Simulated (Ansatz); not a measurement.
Calculated with Ansatz (gas phase, PBE0-D4/def2-TZVP geometries, no zero-point term in ΔE). CCSD(T)/CBS is the MP2 limit (def2-TZVPP, def2-QZVPP) plus CCSD(T) − MP2 in def2-TZVPP, frozen cores. This one scheme is used for every species. Functionals use def2-TZVPP. B3LYP here is the variant with VWN-RPA as its local correlation; programs differ in this. For Ga outer-core shells are correlated without core-valence functions, which leaves a few kJ/mol of doubt a bond. Scalar relativity is left out up to krypton. One conformer a species, not always the lowest.

Consider the formal exchange of groups at a Ga–N bond: `F[SiH2][N]([SiH3])[GaH2]` + `C#C[SiH3]` → `C#C[SiH2][GaH2]` + `F[SiH2]N[SiH3]`.

Task: Is it downhill or uphill in electronic energy at CCSD(T)/CBS, and by how much? (Estimate.)

Result: Ansatz gave: Uphill: ΔE = +12.8 kcal/mol.

Task: What do these levels give: PBE-D4, r2SCAN-D4, B3LYP-D4, ωB97X-V, B2PLYP, PBE, HF/def2-TZVPP, SCS-MP2/def2-TZVPP, CCSD/def2-TZVPP, HF/def2-QZVPP, SCS-MP2/def2-QZVPP, MP2/CBS(def2)? (Estimate.)

Result: Ansatz gave: PBE-D4 8.1, r2SCAN-D4 10.6, B3LYP-D4 10.9, ωB97X-V 11.2, B2PLYP 11.6, PBE 6.9, HF/def2-TZVPP 11.6, SCS-MP2/def2-TZVPP 14.7, CCSD/def2-TZVPP 12.6, HF/def2-QZVPP 11.8, SCS-MP2/def2-QZVPP 14.5, MP2/CBS(def2) 14.5 kcal/mol.

Largest T1 diagnostic among the species: 0.014.

The D4 term adds +2.0 kcal/mol with B3LYP and +1.0 kcal/mol with PBE0; it sums over pairs of atoms, weighted by their polarisabilities, and B3LYP, whose exchange is more repulsive, gets the larger term. From PBE to PBE0 (25 % exact exchange), in def2-TZVPP and without D4, ΔE moves by +0.8 kcal/mol. In def2-TZVPP, CCSD(T) changes the Hartree–Fock value by +1.5 kcal/mol (the triples alone add +0.5 kcal/mol) and MP2 by +3.2 kcal/mol.
